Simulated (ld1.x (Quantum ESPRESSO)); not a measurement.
What one change does to a pseudopotential (nitrogen (N), RRKJ)

```json
{
 "Element": "N (Z = 7)",
 "Generator": "ld1.x (Quantum ESPRESSO) 7.5",
 "Type": "norm-conserving RRKJ (Kleinman–Bylander form)",
 "Functional": "PBE",
 "Relativity": "scalar-relativistic",
 "Frozen core": "[He]",
 "Valence charge": "5",
 "Reference configuration": "2s2 2p3",
 "Partial waves": "2p (bound): rc 1.65 bohr; 3d channel at 0.05 Ry: rc 1.65 bohr; 2s (bound): rc 0.75 bohr",
 "Local potential": "the s channel",
 "Core correction": "none",
 "rho0": "0.01"
}
```

Change: wave 2s (bound): rc 0.75 bohr becomes 2s (bound): rc 0.52 bohr.

Cutoffs: the cutoffs (Ry, on a coarse ladder) from which the occupation-weighted sum of valence levels, in a spherical-Bessel basis at the reference potential, stays within 10 and 1 mRy of its value at 400 Ry; they do not see the model core or the augmentation charge, which bear on the density cutoff. Errors are all-electron minus pseudo energies relative to the spin-unpolarised reference configuration.

Problem. Predict the effect on cutoff, ghosts and configuration errors.

Solution. Of the 7 tests that both files solve, the error grows in 5 and shrinks in 0 by more than 15 % and 0.3 meV (median size 22.7 → 55.8 meV); the range in which the s phases agree narrows (upper end 4.3 → 3.0); neither file shows a bound ghost. That the errors move this way runs against the usual rule that smaller radii transfer better.

| quantity | base | changed |
| --- | --- | --- |
| cutoff, loose | 100 Ry | over 300 Ry |
| cutoff, tight | 230 Ry | over 300 Ry |
| loose cutoff by channel (10 mRy a level) | p 35 Ry, s 50 Ry | p 35 Ry, s over 300 Ry |
| bound ghosts | none | none |
| error for 2s2 2p2, meV [ΔE 13.59 eV] | +23 | +31 |
| error for 2s2 2p1, meV [ΔE 42.45 eV] | +238 | +301 |
| error for 2s2 2p0, meV [ΔE 89.53 eV] | +1084 | +1311 |
| error for 2s2 2p3.3, meV [ΔE -1.62 eV] | +0.3 | +0.5 |
| error for 2s1 2p4, meV [ΔE 11.51 eV] | +6.4 | +56 |
| error for 2s2 2p2.5, meV [ΔE 5.09 eV] | +2.8 | +4.3 |
| error for 2s1 2p0, meV [ΔE 167.35 eV] | +1816 | +1972 |
| s: phases at 1.80 bohr within 0.05 rad from the reference energy up to (Ry; the scan ends near 5) | 4.3 | 3.0 |
| p: phases at 1.80 bohr within 0.05 rad from the reference energy up to (Ry; the scan ends near 5) | 3.1 | 3.1 |
| d: phases at 1.80 bohr within 0.05 rad from the reference energy up to (Ry; the scan ends near 5) | to the end of the scan | to the end of the scan |
